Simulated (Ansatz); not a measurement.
`[OH][Ge][Br]` + `CNC` → `C[N](C)[Ge][OH]` + HBr at 298.15 K and 1 bar (ligand exchange at a Ge–Br bond).

Computed with Ansatz on PBE0-D4/def2-TZVP structures; ΔE is electronic, products minus reactants. CCSD(T)/CBS adds triple-zeta CCSD(T) − MP2 to the extrapolated MP2 energy (def2 sets, frozen cores). For Br, Ge outer-core shells are correlated without core-valence functions, which leaves a few kJ/mol of doubt a bond. Scalar relativity is left out up to krypton. One conformer a species, not always the lowest.

| species | CCSD(T)/CBS energy (Eh) | H − E (kJ/mol) | S (J/(mol·K)) |
| --- | --- | --- | --- |
| `[OH][Ge][Br]` | -4725.27533 | 51.5 | 304.5 |
| `CNC` | -135.00321 | 256.9 | 271.4 |
| `C[N](C)[Ge][OH]` | -2286.33334 | 272.1 | 363.7 |
| HBr | -2573.91920 | 24.6 | 198.6 |

H − E and S are ideal-gas, rigid-rotor, harmonic terms from PBE0-D4/def2-TZVP, for one conformer and one mirror image of each species. 1 Eh = 2625.50 kJ/mol, R = 8.31446 J/(mol·K).

Task: By hand: ΔE, ΔH, ΔS and ΔG.

Result: ΔE = (-2286.33334) + (-2573.91920) − (-4725.27533) − (-135.00321) = 0.02600 Eh = 68.3 kJ/mol. Δ(H − E) = 272.1 + 24.6 − 51.5 − 256.9 = -11.7, so ΔH = 56.6 kJ/mol. ΔS = 363.7 + 198.6 − 304.5 − 271.4 = -13.6 J/(mol·K). ΔG = 56.6 − 298.15 × (-13.6)/1000 = 60.7 kJ/mol.

Task: By hand: the equilibrium constant, and the temperature at which ΔG would vanish if ΔH and ΔS stayed fixed.

Result: log₁₀ K = −ΔG/(RT ln 10) = -10.6. ΔH and −TΔS have one sign here, so there is no such temperature.

The number of gas molecules stays the same, so ΔS is small and ΔH decides. A doubt of 5 kJ/mol in ΔE shifts log₁₀ K by 0.9 here. Other conformers and mirror images would add mixing entropy, several J/(mol·K) or more a flexible species. Modes under 60 cm⁻¹, often nearly free rotors, make the harmonic entropy too high. These are equilibria of isolated gas molecules and say nothing of rates. Largest T1 diagnostic: 0.014 (customary marks: 0.02 for closed shells, 0.045 for open ones).
